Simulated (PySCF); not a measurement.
## Cr: excitation energy

Cr [Ar] 3d5 4s1 (7S) → Cr [Ar] 3d4 4s2 (5D), as a difference of total energies. Computed with PySCF 2.14 in x2c-TZVPPall (6s5p4d2f1g, 64 functions), with the spin-free X2C one-electron Hamiltonian (Gaussian nucleus). Correlated levels: valence and next inner shell: [Ne] frozen. The calculations carry no spin-orbit coupling.

| method | excitation energy (eV) |
| --- | --- |
| UHF | 0.864 |
| MP2 (valence and next inner shell) | 1.498 |
| SCS-MP2 (valence and next inner shell) | 0.644 |
| CCSD (valence and next inner shell) | 0.954 |
| CCSD(T) (valence and next inner shell) | 0.917 |

Errors of the correlated levels include the incompleteness of this basis and the frozen core.

**Question.** Which method comes closest to the reference value, and which is furthest?

**Answer.** The reference is 1.003 eV (measured; NIST levels, between the centres of gravity of the two terms). Closest: CCSD (valence and next inner shell) (error -0.049 eV); furthest: MP2 (valence and next inner shell) (error 0.495 eV).
